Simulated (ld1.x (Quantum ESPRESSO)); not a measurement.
## Co: TM pseudisation with PBEsol, scalar-relativistic reference atom.

ld1.x (Quantum ESPRESSO) 7.5 input, shortened:

```
&input
   title='Co', zed=27., rel=1, dft='PBESOL', iswitch=3,
   config='[Ar] 3d7 4s2 4p0'
 /
 &inputp
   pseudotype=2, tm=.true., lloc=0,
   nlcc=.false.
 /
3
3P  2  1   6.00   0.00  1.25  1.25  0.0
3D  3  2   7.00   0.00  1.10  1.10  0.0
3S  1  0   2.00   0.00  1.30  1.30  0.0
 &test
   configts(1)='3s2 3p6 3d7 4s2 4p0'
 /
```

Occupied shells without a wave of their own: 4s. They enter only through the test configuration that unscreens the potential.

All-electron outer shells of the reference configuration (PBEsol, scalar-relativistic, ld1.x):

```
shell  level (eV)  outermost node (bohr)  outermost maximum (bohr)
   2s     -898.08                   0.08                      0.21
   2p     -769.45                      –                      0.17
   3s     -102.14                   0.31                      0.66
   3p      -65.51                   0.28                      0.68
   3d       -8.23                      –                      0.66
   4s       -5.49                   0.96                      2.32
   4p       -1.25                   1.05                      3.21
```

Results:

```
Cutoffs needed           : 180 Ry and 260 Ry (the cutoffs (Ry, on a coarse ladder) from which the occupation-weighted sum of valence levels, in a spherical-Bessel basis at the reference potential, stays within 10 and 1 mRy of its value at 400 Ry)
Ghost test               : no extra level below or beside the all-electron valence levels (p, d, s, f tested) (spherical-Bessel basis up to 400 Ry, 20 bohr box)
Largest excitation error : -6767 meV (all-electron minus pseudo) for 3s2 3p6 3d5 4s0 4p0, out of 7 test configurations
```

The potential misses its own reference levels by up to 1.0 eV, so it is not fit for use.

Generation and tests took about 2.5 s on one core of a shared server CPU.
